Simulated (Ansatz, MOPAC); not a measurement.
Species: BSiH2F2, net charge -1, singlet state. SMILES: FB([SiH2-])F

Atoms: F1, B2, F3, Si4, H5, H6. Bonds: F1-B2, B2-F3, B2-Si4, Si4-H5, Si4-H6.

Bond lengths (Å) and angles (degrees) optimised at PM6 with MOPAC; PM7 with MOPAC; HF/3-21G with Ansatz (an electronic-structure program); HF/6-31G* with Ansatz; B3LYP/LANL2DZ with Ansatz; MP2/6-31G* with Ansatz, each started from the B3LYP-D3(BJ)/def2-TZVP structure (Ansatz) of the last column. A row stands for all coordinates that are equal there. 6-31G* holds six Cartesian d functions. No wavenumbers were computed at B3LYP/LANL2DZ, MP2/6-31G*, so these may be saddle points.

```tsv
coordinate	PM6	PM7	HF/3-21G	HF/6-31G*	B3LYP/LANL2DZ	MP2/6-31G*	B3LYP-D3(BJ)/def2-TZVP
F1-B2	1.347	1.341	1.371	1.345	1.423	1.369	1.364
B2-Si4	2.134	1.911	2.017	2.035	1.958	2.004	2.001
Si4-H5	1.541	1.441	1.539	1.525	1.518	1.526	1.523
F1-B2-F3	103.7	109.5	108.7	109.9	107.8	110.0	109.7
F1-B2-Si4	127.9	125.3	125.4	124.9	125.5	124.6	124.7
B2-Si4-H5	99.3	121.2	100.1	98.7	103.5	99.0	99.1
H5-Si4-H6	101.7	117.5	98.7	98.2	101.9	99.7	99.2
```

Mean signed difference of all 5 bond lengths from B3LYP-D3(BJ)/def2-TZVP: PM6 0.027 Å, PM7 -0.060 Å, HF/3-21G 0.013 Å, HF/6-31G* 0.000 Å, B3LYP/LANL2DZ 0.013 Å, MP2/6-31G* 0.003 Å.
